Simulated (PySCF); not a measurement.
## Frontier levels across methods

C3H6O2Si.
Z-matrix (Å and degrees, PBE0-D3(BJ)/def2-SVP geometry), rows numbered from 1:
```
C 
C   1  1.3398
O   2  1.3567  1  125.88
Si  3  1.6835  2  118.69  1     8.03
O   4  1.6534  3  105.74  2   -22.13
C   5  1.4119  4  122.68  3    32.54
H   1  1.0927  2  117.58  3  -179.35
H   2  1.0943  1  121.58  3  -179.93
H   4  1.4815  3  109.25  2  -139.74
H   4  1.4892  3  108.23  2    98.48
H   6  1.1046  1  109.48  2   127.37
H   6  1.1084  1  110.12  2  -116.51
```

Basis pcSseg-1 throughout (PySCF), one geometry. Geometry: PBE0-D3(BJ)/def2-SVP, one conformer, isolated molecule.

Question: How do the orbital energies, the gap and the dipole change with the method?

Answer: 
```tsv
method	kind	HOMO (eV)	LUMO (eV)	gap (eV)	μ (D)	SCF cycles
BLYP	GGA	-5.36	-0.35	5.01	0.99	16
OPBE	GGA	-5.48	-0.38	5.10	0.97	16
B97-D	GGA	-5.49	-0.38	5.11	1.01	15
PBE	GGA	-5.51	-0.50	5.00	0.99	16
KT2	GGA	-5.53	-0.57	4.96	0.95	16
KT3	GGA	-5.54	-0.50	5.04	0.92	16
BP86	GGA	-5.62	-0.57	5.04	1.02	15
LDA	LDA	-5.67	-0.73	4.94	1.07	15
B97-2	global hybrid	-6.47	0.46	6.93	1.08	14
B3LYP	global hybrid	-6.50	0.27	6.77	1.09	14
PBE0	global hybrid	-6.72	0.48	7.21	1.10	14
mPW1PW91	global hybrid	-6.76	0.48	7.24	1.11	14
BHandHLYP	global hybrid	-7.79	1.55	9.34	1.20	13
CAM-B3LYP	range-separated hybrid	-8.05	1.61	9.66	1.16	13
wB97X-D	range-separated hybrid	-8.58	2.33	10.91	1.13	14
HF	Hartree–Fock	-9.38	4.08	13.45	1.32	11
LC-wPBE	range-separated hybrid	-9.41	2.80	12.21	1.20	13
```

The HOMO spans 4.05 eV, from BLYP down to LC-wPBE, and the gap runs from 4.94 eV (LDA) to 13.45 eV (HF). Over the methods BLYP (0 %), OPBE (0 %), B97-D (0 %), PBE (0 %), KT2 (0 %), KT3 (0 %), BP86 (0 %), LDA (0 %), B97-2 (21 %), B3LYP (20 %), PBE0 (25 %), mPW1PW91 (25 %), BHandHLYP (50 %), HF (100 %), a straight line through the gap against the share of exact exchange rises by 0.85 eV for each 10 % (correlation coefficient 1.000). The dipole ranges from 0.92 D (KT3) to 1.32 D (HF). This basis has no diffuse functions.
